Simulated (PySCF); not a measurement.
From one molecule to another.

First species: C8H12O3.
InChI=1S/C8H12O3/c1-10-6-3-4-8(11-2)7(9)5-6/h5,8H,3-4H2,1-2H3/t8-/m0/s1

Second species: C₄H₄O₄.
Cartesian coordinates in Å at the GFN2-xTB level; atoms count from 1:
```
atom  x, y, z in Å
O1    -3.355   -0.592    0.030
C2    -2.733    0.398    0.268
O3    -1.406    0.528    0.246
C4    -0.653   -0.573   -0.082
C5     0.673   -0.535   -0.129
O6     1.386    0.607    0.146
C7     2.716    0.547    0.072
O8     3.370   -0.409   -0.211
H9    -3.170    1.369    0.546
H10   -1.207   -1.476   -0.299
H11    1.261   -1.405   -0.388
H12    3.119    1.541    0.319
```

Levels: PBE0/pcSseg-1 for HOMO energy, LUMO energy and HOMO–LUMO gap. Geometries: GFN2-xTB. Each species is one conformer at its optimised geometry, gas phase, non-relativistic unless stated. Electronic properties by PySCF.

Dipoles, sizes and rotational constants follow the conformer. The torsions of the flexible species, by atom-mapped SMILES:
- `[O:1]=[CH:2][O:3]/[CH:4]=[CH:5]\[O:6][CH:7]=[O:8]`: O1–C2–O3–C4 0°, C2–O3–C4–C5 180°, C4–C5–O6–C7 180°, C5–O6–C7–O8 0°

The conformers of `COC1=CC(=O)[C@@H](OC)CC1` aren't listed.

Values for the first species:

```
HOMO energy   : -6.56 eV
LUMO energy   : -1.03 eV
HOMO–LUMO gap : 5.53 eV
```

Q: Estimate the same properties for the second species, and the change in each.

A: 
| property | first | second | second less first |
| --- | --- | --- | --- |
| HOMO energy | -6.56 eV | -7.50 eV | -0.94 eV |
| LUMO energy | -1.03 eV | -1.07 eV | -0.04 eV |
| HOMO–LUMO gap | 5.53 eV | 6.43 eV | +0.90 eV |

